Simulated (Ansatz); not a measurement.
K2I, relaxed as a doublet with UKS r2SCAN-D4/def2-TZVP in Ansatz, starting from the GFN1-xTB geometry. Force threshold 0.02 eV/Å.

In the def2 sets I takes a core potential; there is no spin–orbit coupling. The relaxation made no stability test and no search for a lower SCF solution. The structure comes from a short search, and lower isomers may exist.

Start:

Cartesian coordinates in Å:
```
K 0.5418 0.8308 1.7252
K 0.4599 0.7142 -1.8014
I -1.0017 -1.5450 0.0762
```

Problem. Estimate the energy that the relaxation releases and the steps that it takes.

Solution. 2.2 kcal/mol, in 5 steps; 15 s on 4 threads of Arm Neoverse V1 on a shared host. No frequencies were taken in this run, so the end may be a saddle point.

Problem. Does the start keep its bonding and symmetry?

Solution. By distances, no bond broke or formed. The bond that changes most is K1–I3, from 3.28 to 3.29 Å (atoms count from 1). Point group C2v at the start, C2v at the end, both within 0.05 Å; within 0.015 Å the end is Cs.

Problem. Predict the relaxed structure.

Solution. 
Cartesian coordinates in Å:
```
K 0.5148 0.7885 2.0057
K 0.4190 0.6519 -2.0757
I -0.9339 -1.4404 0.0699
```
Bond lengths (bridged metal pairs left out): 2 × I–K 3.29 Å.
